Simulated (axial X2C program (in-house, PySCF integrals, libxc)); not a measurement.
# Bond lengths and stretching modes, held linear, of HHfH⁻

Calculated with an axial X2C code built on PySCF integrals: two-component X2C with atomic mean-field Coulomb and Gaunt terms, Gaussian nuclei, basis H dyall-v3z, Hf dyall-v3z with contracted cores. Spin-free rows use the one-electron spin-free X2C Hamiltonian.

Masses H 1.008, Hf 179.947, H 1.008 u. States: 2c Ω = 3/2 (beyond evenly filled blocks: ω = 3/2); spin-free M_S = 1/2, Λ = 2 (beyond evenly filled blocks: δ+α).

MP2, 2c: energies above the lowest point

```csv
r(H–Hf) (Å),r(Hf–H) (Å),E (meV)
1.9090,1.9090,22.85
1.9090,1.9580,10.09
1.9090,2.0069,14.59
1.9580,1.9090,10.09
1.9580,1.9580,0.00
1.9580,2.0069,6.99
1.9580,2.0559,28.37
2.0069,1.9090,14.59
2.0069,1.9580,6.99
2.0069,2.0069,16.47
2.0559,1.9580,28.37
2.0559,2.0559,66.03
```

Fit a quadratic surface with cubic terms in each bond: where is the minimum, and what are the two stretching wavenumbers?

At MP2, 2c: bonds 1.961 and 1.961 Å; harmonic stretches 1284.2 and 1475.2 cm⁻¹; force constants 1.13, 1.13 and coupling 0.16 mdyn/Å.

The other levels and Hamiltonians give:

```
Hamiltonian  level  r(H–Hf) (Å)  r(Hf–H) (Å)  lower stretch (cm⁻¹)  upper stretch (cm⁻¹)
         2c   PBE0        1.957        1.957                1259.6                1448.7
         2c     HF        1.982        1.982                1262.3                1462.6
         2c  TPSSh        1.959        1.959                1266.5                1456.1
  spin-free   PBE0        1.958        1.958                1261.1                1454.4
  spin-free     HF        1.983        1.983                1263.5                1468.4
  spin-free  TPSSh        1.960        1.960                1268.5                1461.4
  spin-free    MP2        1.964        1.964                1283.3                1481.4
```

Each state is one determinant, the lowest of a limited PBE0 search; the stretches come from a fit to these few points and carry an uncertainty of a few per cent. Other orders of the atoms were not compared. MP2 freezes inner shells (threshold -2 hartree). For an anion the highest level of a functional can be positive, and the basis then holds the extra electron. The molecule was held linear; bending was not examined, so a bent shape may lie lower. Note: functional without a current term on a determinant with orbital currents, of the molecule or an atom.
